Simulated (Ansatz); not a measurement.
`[O]=[Mo]([F])([Cl])([Cl])[Cl]` + H–F → `[O]=[Mo]([F])([F])([Cl])[Cl]` + HCl at 298.15 K and 1 bar (ligand exchange at a Mo–Cl bond).

Program: Ansatz. Geometries: PBE0-D4/def2-TZVP. ΔE: electronic, gas phase. CCSD(T)/CBS adds triple-zeta CCSD(T) − MP2 to the extrapolated MP2 energy (def2 sets, frozen cores). This one scheme is used for every species. def2 core potentials past Kr. For Mo outer-core shells are correlated without core-valence functions, which leaves a few kJ/mol of doubt a bond.

```csv
species,CCSD(T)/CBS energy (Eh),H − E (kJ/mol),S (J/(mol·K))
`[O]=[Mo]([F])([Cl])([Cl])[Cl]`,-1622.61548,49.4,383.9
H–F,-100.39570,33.5,173.6
`[O]=[Mo]([F])([F])([Cl])[Cl]`,-1262.62989,51.1,371.5
HCl,-460.38127,26.6,186.8
```

H − E and S are ideal-gas, rigid-rotor, harmonic terms from PBE0-D4/def2-TZVP. 1 Eh = 2625.50 kJ/mol, R = 8.31446 J/(mol·K).

By hand: ΔE, ΔH, ΔS and ΔG.

ΔE = (-1262.62989) + (-460.38127) − (-1622.61548) − (-100.39570) = 0.00002 Eh = 0.1 kJ/mol. Δ(H − E) = 51.1 + 26.6 − 49.4 − 33.5 = -5.2, so ΔH = -5.1 kJ/mol. ΔS = 371.5 + 186.8 − 383.9 − 173.6 = 0.8 J/(mol·K). ΔG = -5.1 − 298.15 × (0.8)/1000 = -5.3 kJ/mol.

By hand: the equilibrium constant, and the temperature at which ΔG would vanish if ΔH and ΔS stayed fixed.

log₁₀ K = −ΔG/(RT ln 10) = 0.9. ΔH and −TΔS have one sign here, so there is no such temperature.

The number of gas molecules stays the same, so ΔS is small and ΔH decides. The sign of ΔG lies within the doubt. A doubt of 5 kJ/mol in ΔE shifts log₁₀ K by 0.9 here. Modes under 60 cm⁻¹, often nearly free rotors, make the harmonic entropy too high. These are equilibria of isolated gas molecules and say nothing of rates. Largest T1 diagnostic: 0.024 (customary marks: 0.02 for closed shells, 0.045 for open ones).

ΔS is within the doubt of such terms, so its sign, and with it that verdict, could turn.
